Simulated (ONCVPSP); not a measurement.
# chromium (Cr): one change to an ONCV potential, before and after

* Element: chromium (Cr)
* Generator: ONCVPSP 4.0.1
* Type: optimised norm-conserving Vanderbilt (ONCV)
* Functional: PW91
* Relativity: fully relativistic
* Frozen core: [Ne]
* Valence charge: 14
* Reference configuration: 3s2 3p6 3d5 4s0.5 (charge +0.5)
* Partial waves: 3s+4s: rc 1.30 bohr, ncon 4, nbas 7, qcut 11.5 1/bohr, 2 projectors; 3p: rc 1.15 bohr, ncon 4, nbas 7, qcut 14.2 1/bohr, 2 projectors, debl 3.6 Ha; 3d: rc 2.15 bohr, ncon 4, nbas 8, qcut 7.9 1/bohr, 1 projector
* Local potential: polynomial inside 1.00 bohr (lpopt 4, dvloc0 0 Ha)
* Core correction: none

Open shells are filled in proportion to 2j + 1.

All-electron outer shells of the reference configuration (PW91, scalar-relativistic, ld1.x):

| shell | level (eV) | outermost node (bohr) | outermost maximum (bohr) |
| --- | --- | --- | --- |
| 2p | -564.21 | – | 0.20 |
| 3s | -77.28 | 0.36 | 0.78 |
| 3p | -48.79 | 0.33 | 0.80 |
| 4s | -6.90 | 1.12 | 2.64 |
| 3d | -6.27 | – | 0.84 |

Change: all radii scaled by about 0.83 (s 1.08, p 0.94, d 1.78 bohr); local potential polynomial inside 0.82 bohr (lpopt 4, dvloc0 0 Ha).

Cutoffs: the cutoffs (Ha) at which the residual kinetic energy of the hardest occupied pseudo-wave falls to 1 and 0.1 mHa per electron; they do not see the model core or the augmentation charge, which bear on the density cutoff. Errors are all-electron minus pseudo energies relative to the spin-unpolarised reference configuration.

Predict the effect on cutoff, ghosts and configuration errors.

The potential gets harder (46 Ha and 61 Ha → 59 Ha and 75 Ha); of the 4 tests that both files solve, the error grows in 0 and shrinks in 3 by more than 15 % and 0.3 meV (median size 2.2 → 1.3 meV); neither file shows a bound ghost. A smaller radius makes the pseudo-wave follow the all-electron one further in, where it bends more sharply, so more plane waves are needed. Less of the atom is replaced, so other configurations are described better.

```tsv
quantity	base	changed
cutoff, loose	46 Ha	59 Ha
cutoff, tight	61 Ha	75 Ha
loose cutoff by channel	s 39 Ha, p 46 Ha, d 23 Ha	s 47 Ha, p 59 Ha, d 27 Ha
bound ghosts	none	none
GHOST(+) flags under 300 eV	none	none
error for 3s2 3p6 3d5 4s1, meV [ΔE -2.73 eV]	+1.7	+0.8
error for 3s2 3p6 3d5 4s0, meV [ΔE 4.21 eV]	+2.7	+1.8
error for 3s2 3p6 3d4 4s0, meV [ΔE 20.33 eV]	+3.9	-1.8
error for 3s2 3p6 3d5 4s0 4p1, meV [ΔE 0.41 eV]	-0.2	0.0
```

Base: These tests converged, but a pseudo level misses the all-electron one widely, so the file describes the atom poorly there or has found another state: 3s2 3p6 3d5 4s0 4p1: empty 4s by 5.0 eV. Changed file: These tests converged, but a pseudo level misses the all-electron one widely, so the file describes the atom poorly there or has found another state: 3s2 3p6 3d5 4s0 4p1: empty 4s by 5.0 eV.
